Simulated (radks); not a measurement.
The numbers below are computed, except where a source is named.
The mean radii <r> (bohr) of the occupied orbitals of an atom or ion are listed with their occupations. Code: a radial shooting solver on a logarithmic mesh with Libxc functionals. Model: Dirac Kohn-Sham, BLYP, spin-unpolarised, spherical densities, point nucleus.

| orbital | occ. | <r> |
|---|---|---|
| 1s1/2 | 2 | 0.01714 |
| 2s1/2 | 2 | 0.07168 |
| 2p1/2 | 2 | 0.05906 |
| 2p3/2 | 4 | 0.06749 |
| 3s1/2 | 2 | 0.1865 |
| 3p1/2 | 2 | 0.1768 |
| 3p3/2 | 4 | 0.1923 |
| 3d3/2 | 4 | 0.1676 |
| 3d5/2 | 6 | 0.1723 |
| 4s1/2 | 2 | 0.4149 |
| 4p1/2 | 2 | 0.4179 |
| 4p3/2 | 4 | 0.4518 |
| 4d3/2 | 4 | 0.4617 |
| 4d5/2 | 6 | 0.4730 |
| 5s1/2 | 2 | 0.9495 |
| 4f5/2 | 6 | 0.5122 |
| 4f7/2 | 8 | 0.5194 |
| 5p1/2 | 2 | 1.027 |
| 5p3/2 | 4 | 1.122 |
| 5d3/2 | 4 | 1.475 |
| 5d5/2 | 3 | 1.522 |
| 5f5/2 | 1 | 5.151 |

Name the element and its charge. Open shells, if any, fill j = l - 1/2 first.

Answer. Z = 78, platinum, charge +2: Pt2+ in [Xe] 4f14 5d7 5f1. The 1s radius gives Z: for a bare nucleus <r> = (2 gamma + 1)/(2Z) with gamma = sqrt(1 - (Z/c)^2), 0.01695 bohr for Z = 78, and screening makes it slightly larger (0.01714 here). The occupations add up to 76, and the charge is Z minus that.
